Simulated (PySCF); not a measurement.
W(NH)(NMe)(OH)2 (CH6N2O2W), SMILES C[N]=[W](=[NH])([OH])[OH], multiplicity 1.

Geometry optimised at PBE0-D3(BJ)/def2-SVP. The multiplicity is an assumed one; other spin states were not compared. The def2 effective core potentials stand for the cores of W; spin–orbit coupling is left out. The values are those of a single conformer.

The numbers are results of PySCF with PBE/def2-TZVP, not measurements.

The molecule is in vacuum.

Question: Estimate the frontier levels, gap, dipole moment and polarisability. (Estimate from the structure and the level; the computed values follow.)

Answer: 
```json
{
  "highest_occupied_level": "-5.77 eV",
  "lowest_empty_level": "-1.26 eV",
  "orbital_gap": "4.51 eV",
  "dipole_moment": "1.33 D",
  "quadrupole, principal values (traceless, Buckingham form, about the centre of nuclear charge)": "-9.57, 0.28, 9.29 D·Å",
  "mean_static_polarisability": "79.1 bohr³ (11.73 Å³)",
  "polarisability_principal_values": "66.7, 73.5, 97.1 bohr³"
}
```
